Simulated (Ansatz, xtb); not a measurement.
**Redistribution: C2H3Br + CHI3 → C2H3I + CHBrI2**

Species: C2H3Br (vinyl bromide) `C=CBr`, singlet; CHI3 (iodoform) `IC(I)I`, singlet; C2H3I (vinyl iodide) `C=CI`, singlet; CHBrI2 (bromodiiodomethane) `BrC(I)I`, singlet. The partners trade Br for I; both sit on C, so the bond types are kept.

Shapes, held fixed at every level: PBE0-D4/def2-TZVP. Programs: Ansatz 0.2.0, xtb 6.7.1. The zero-point and thermal change to 298 K, harmonic and unscaled (PBE0-D4/def2-TZVP), is -0.2 kJ/mol.

Question: Estimate ΔH(298 K) of this reaction.

Answer: The highest level, CCSD(T)/def2-TZVPP, gives ΔH(298 K) = +3.7 kJ/mol; the levels span -3.4 to +6.3. That is about zero within the method's error. They disagree on the sign: 8 of 9 are positive. The column of differences is taken from that level and isn't an error. No measured value is set beside it here. For atoms past krypton def2 sets carry core potentials with scalar relativity. Relativity is left out for Br. Outer-core shells of Br, I are correlated in most correlated rows, in sets that cover them unevenly.

```json
{"level": "GFN0-xTB", "kind": "semi-empirical", "ΔH(298 K) (kJ/mol)": "-3.4", "less CCSD(T)/def2-TZVPP": "-7.1"}
{"level": "HF/def2-SVP", "kind": "Hartree–Fock", "ΔH(298 K) (kJ/mol)": "+4.3", "less CCSD(T)/def2-TZVPP": "+0.6"}
{"level": "HF/def2-TZVPP", "kind": "Hartree–Fock", "ΔH(298 K) (kJ/mol)": "+3.1", "less CCSD(T)/def2-TZVPP": "-0.6"}
{"level": "PBE-D4/def2-TZVPP", "kind": "GGA", "ΔH(298 K) (kJ/mol)": "+4.0", "less CCSD(T)/def2-TZVPP": "+0.3"}
{"level": "BHLYP-D4/def2-TZVPP", "kind": "global hybrid", "ΔH(298 K) (kJ/mol)": "+5.9", "less CCSD(T)/def2-TZVPP": "+2.2"}
{"level": "MP2/def2-SVP", "kind": "perturbation theory", "ΔH(298 K) (kJ/mol)": "+5.1", "less CCSD(T)/def2-TZVPP": "+1.4"}
{"level": "MP2/def2-TZVPP", "kind": "perturbation theory", "ΔH(298 K) (kJ/mol)": "+6.3", "less CCSD(T)/def2-TZVPP": "+2.6"}
{"level": "CCSD/def2-TZVPP", "kind": "coupled cluster or CI", "ΔH(298 K) (kJ/mol)": "+3.5", "less CCSD(T)/def2-TZVPP": "-0.2"}
{"level": "CCSD(T)/def2-TZVPP", "kind": "coupled cluster or CI", "ΔH(298 K) (kJ/mol)": "+3.7", "less CCSD(T)/def2-TZVPP": "0.0"}
```
